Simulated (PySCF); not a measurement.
## Telling isomers of C₅H₁₂OSi₂ apart by NMR

PySCF 2.14 calculation with coordinates at the PBE0-D3(BJ)/def2-SVP level and shieldings: GIAO PBE0/pcSseg-1; a single conformation, fast rotation and ring inversion assumed for equivalent nuclei, in vacuum, relativity neglected.

Shifts are taken against calculated references (same method and geometry level): ¹H (σref 31.27) and ¹³C (σref 184.41) against TMS. Where no couplings were computed, multiplicities follow the n + 1 count of equivalent neighbours, and m marks all less simple cases (inequivalent or close neighbours, rings, F or P nearby). Shifts are as computed. Against solution values, carbons near 30 ppm lie about +2 ppm off and those near 130 ppm about +5 ppm. Of 1309 compounds with measured shifts, 239 miss one by over three times the rms of a fit or turn the order of signals round; such compounds aren't used in these exercises.

(1) Tabulate the signals of `CC(C)O[SiH2]C#C[SiH3]`, `CCCO[SiH2]C#C[SiH3]`, `C#C[SiH2]O[SiH2]C(C)C`, `C=C[Si]1(O[SiH3])CCC1` and their relative energies.

(2) What is the quickest way to tell CC(C)O[SiH2]C#C[SiH3] from CCCO[SiH2]C#C[SiH3]?

(3) What is the quickest way to tell CCCO[SiH2]C#C[SiH3] from C#C[SiH2]O[SiH2]C(C)C?

(4) What is the quickest way to tell CCCO[SiH2]C#C[SiH3] from C=C[Si]1(O[SiH3])CCC1?

## Answers

(1) 
```json
{"SMILES": "CC(C)O[SiH2]C#C[SiH3]", "carbon types": "2×C 1×CH 2×CH3", "δC": "122.1, 111.7, 70.0, 26.4", "δH": "4.80 (s, 2H), 4.18 (s, 3H), 3.74 (sept, 1H), 1.28 (d, 6H)", "E rel. (kcal/mol)": "41.9"}
{"SMILES": "CCCO[SiH2]C#C[SiH3]", "carbon types": "2×C 2×CH2 1×CH3", "δC": "119.9, 112.3, 69.1, 28.5, 10.8", "δH": "4.83 (s, 2H), 4.19 (s, 3H), 3.52 (t, 2H), 1.65 (m, 2H), 0.90 (t, 3H)", "E rel. (kcal/mol)": "45.0"}
{"SMILES": "C#C[SiH2]O[SiH2]C(C)C", "carbon types": "1×C 2×CH 2×CH3", "δC": "103.7, 89.2, 17.1, 14.9", "δH": "5.02 (d, 2H), 4.79 (d, 2H), 2.43 (t, 1H), 1.39 (m, 1H), 1.05 (d, 6H)", "E rel. (kcal/mol)": "17.2"}
{"SMILES": "C=C[Si]1(O[SiH3])CCC1", "carbon types": "1×CH 4×CH2", "δC": "143.1, 142.7, 19.5, 14.7", "δH": "6.36 (m, 1H), 6.36 (m, 1H), 6.15 (m, 1H), 5.07 (s, 3H), 2.01 (m, 1H), 1.32 (m, 2H), 1.25 (m, 1H), 1.24 (m, 2H)", "E rel. (kcal/mol)": "0.0"}
```

Energies are electronic energies at PBE0/pcSseg-1 on these geometries, without zero-point or thermal terms, each for the one conformer computed, which needn't be the lowest.

(2) Count the carbon signals: 4 against 5. The first has an sp3 CH bonded to O at 70.0 ppm, the second an sp3 CH2 bonded to O at 69.1 ppm. Their most deshielded carbons lie at 122.1 and 119.9 ppm.

(3) Count the carbon signals: 5 against 4. The first has an sp3 CH2 bonded to O at 69.1 ppm, the second a terminal alkyne carbon (CH) at 103.7 ppm. Their most deshielded carbons lie at 119.9 and 103.7 ppm.

(4) Count the carbon signals: 5 against 4. The first has an alkyne carbon (C) at 119.9 ppm, the second an alkene CH at 143.1 ppm. In the proton spectra the most deshielded non-exchanging signals are 4.83 (s, 2H) and 6.36 (m, 1H).
